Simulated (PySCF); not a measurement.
CuH, SMILES [CuH] (connectivity only; charge and spin as stated), neutral, multiplicity 1.

Coordinates come from a PBE0-D3(BJ)/def2-TZVPD optimisation. The spin state was assumed, not searched.

Level of theory: PySCF 2.14.0 with TDDFT-B3LYP/def2-TZVPD.

Vertical excitations; the highest root listed may be one member of a degenerate set. Isolated molecule, no solvent. State labels are in the subgroup C2v.

```tsv
state	symmetry	energy (eV)	λ (nm)	f	main pairs
S1	A1	3.03	409	0.040	HOMO→LUMO 94 %
S2	A2	3.37	368	0.000	HOMO−1→LUMO (degenerate set)
S3	A1	3.37	368	0.000	HOMO−2→LUMO (degenerate set)
S4	B1	3.57	348	0.002	HOMO−4→LUMO (degenerate set)
S5	B2	3.57	348	0.002	HOMO−3→LUMO (degenerate set)
S6	B1	5.37	231	0.155	HOMO→LUMO+1 (degenerate set)
S7	B2	5.37	231	0.155	HOMO→LUMO+2 (degenerate set)
S8	B1	5.79	214	0.000	HOMO−2→LUMO+1, HOMO−1→LUMO+2 (degenerate set)
S9	B2	5.79	214	0.000	HOMO−2→LUMO+2, HOMO−1→LUMO+1 (degenerate set)
S10	A1	6.00	207	0.011	HOMO−3→LUMO+2 33 %, HOMO−4→LUMO+1 33 %, HOMO−5→LUMO 30 %
T1	A1	2.24	555	0	HOMO→LUMO 98 %
T2	A2	3.11	399	0	HOMO−1→LUMO (degenerate set)
T3	A1	3.11	399	0	HOMO−2→LUMO (degenerate set)
T4	B1	3.21	387	0	HOMO−4→LUMO 98 %
```
Triplets are in the Tamm–Dancoff approximation, which puts them higher than full response would, so one can lie above its singlet here.
